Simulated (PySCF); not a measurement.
## Radial density of Cu(2+) (copper, charge +2)

UHF, [Ar] 3d8 4p1, one real determinant (an excited configuration). All numbers are calculated (PySCF 2.14, the spin-free X2C one-electron Hamiltonian (Gaussian nucleus), in aug-cc-pwCVTZ-DK (10s9p7d4f3g, 127 functions)).

| r (bohr) | 4πr²ρ (e/bohr) | 4πr²(ρα − ρβ) |
| --- | --- | --- |
| 0.000925 | 0.2726 | 0.0000 |
| 0.00156 | 0.6806 | 0.0000 |
| 0.00262 | 1.663 | 0.0000 |
| 0.00440 | 3.919 | 0.0000 |
| 0.00740 | 8.696 | -0.0001 |
| 0.0125 | 17.35 | -0.0002 |
| 0.0209 | 28.79 | -0.0001 |
| 0.0352 | 35.38 | 0.0017 |
| 0.0593 | 30.25 | 0.0107 |
| 0.0997 | 30.38 | 0.0455 |
| 0.168 | 40.31 | 0.2152 |
| 0.282 | 23.49 | 0.9528 |
| 0.474 | 20.03 | 2.2764 |
| 0.798 | 17.95 | 1.9989 |
| 1.34 | 4.071 | 0.7234 |
| 2.26 | 0.7064 | 0.5043 |
| 3.80 | 0.1763 | 0.1746 |
| 6.39 | 0.003125 | 0.0031 |

Densities and radii are taken from the X2C orbitals without a picture-change correction, which distorts them close to the nucleus.

⟨L²⟩ = 14.02 against 20 for a pure G term, so this real determinant mixes terms.
